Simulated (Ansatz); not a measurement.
H3O3Si, SMILES O[Si](O)O (connectivity only; charge and spin as stated), charge +1, multiplicity 1.

The structure is a stationary point at r2SCAN-D4/def2-SVP. The spin state was assumed, not searched. The isomer is the one that the SMILES or the coordinates give; other isomers of the formula were not compared. One conformer was computed; it need not be the lowest.

Two levels are set side by side: PBE/def2-SVPD (Ansatz, a quantum-chemistry and plane-wave program) and CAM-B3LYP/def2-SVPD (Ansatz). Energy differences of separate SCF runs at the same geometry; the states with an electron removed or added have multiplicity 2 and 2. Differences are taken from unrounded values.

```csv
quantity,CAM-B3LYP
vertical ionisation energy (eV),19.29
vertical electron affinity (eV),5.19
vertical singlet–triplet gap (eV),7.62
```

**Question.** What does PBE give, and how far is it from CAM-B3LYP? (Estimate from the structure and the level; the computed values follow.)

**Answer.** 
```
quantity                             PBE  PBE minus CAM-B3LYP
---------------------------------  -----  -------------------
vertical ionisation energy (eV)    18.41                -0.88
vertical electron affinity (eV)     5.38                 0.18
vertical singlet–triplet gap (eV)   6.59                -1.03
```
